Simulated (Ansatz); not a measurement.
## Ansatz (development build ahead of 0.2.0) run

```yaml
crystal:
  periodic: [false, false, false]
  atoms:
    - { symbol: Be, position_ang: [0.0, 0.0, 0.0] }
    - { symbol: Be, position_ang: [0.0, 0.0, 2.2] }
basis:
  gaussian: { orbitals: def2-SVP }
total_charge: 1
magnetization:
  spin_polarized: true
  initial_magnetization: 1
hamiltonian:
  xc: pbe0
output:
  forces: true
```

The input is written out in the form of the current development build from the run's settings.

Output:

```
Converged                       : yes
Total energy                    : -28.99519 hartree
Spin squared of the determinant : 0.786
Stability test                  : minimum
```

Forces (eV/Å):
| atom | Fx | Fy | Fz |
| --- | --- | --- | --- |
| Be1 | 0.000 | 0.000 | -0.258 |
| Be2 | 0.000 | 0.000 | 0.258 |
